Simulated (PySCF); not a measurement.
Dipole response of Os (osmium, neutral)

[Xe] 4f14 5d6 6s1 6p1, one real determinant (an excited configuration). Calculation: PySCF 2.14, in aug-cc-pVQZ-PP with ECP60MDF (7s7p6d4f3g2h, 135 functions); scalar relativity through the core potential. Coupled (time-dependent) response in atomic units; α is the mean over directions.

```
method  mean α (bohr³)         α xx, yy, zz  C₆ (like pair)  S(−4)
  PBE0           90.01  68.64, 68.64, 132.8            1034   5456
```

S(−4) is the Cauchy moment in α(ω) = α(0) + S(−4) ω² + …

Spin-orbit coupling is absent.

α(iu) at PBE0:

| u (hartree) | α(iu) (bohr³) |
| --- | --- |
| 0 | 90.01 |
| 0.0500 | 78.94 |
| 0.100 | 60.80 |
| 0.200 | 36.96 |
| 0.300 | 25.08 |
| 0.500 | 14.47 |
| 0.750 | 9.091 |
| 1.00 | 6.434 |
| 1.50 | 3.824 |
| 2.00 | 2.562 |
| 3.00 | 1.383 |
| 5.00 | 0.5823 |

A single London oscillator, α(iu) = α/(1 + u²/ω²), gives C₆ = (3/4) ω α². Matching the computed C₆ needs ω = 4 × 1034 / (3 × 90.01²) = 0.170 hartree.

The components differ because the open shell of this determinant is not spherical; for a pure term their mean is the scalar polarisability.

⟨L²⟩ = 8.02 against 12 for a pure F term, so this real determinant mixes terms. Energies and moments cover only the electrons outside the core potential. Spin-orbit coupling, absent here, splits the open shell strongly.
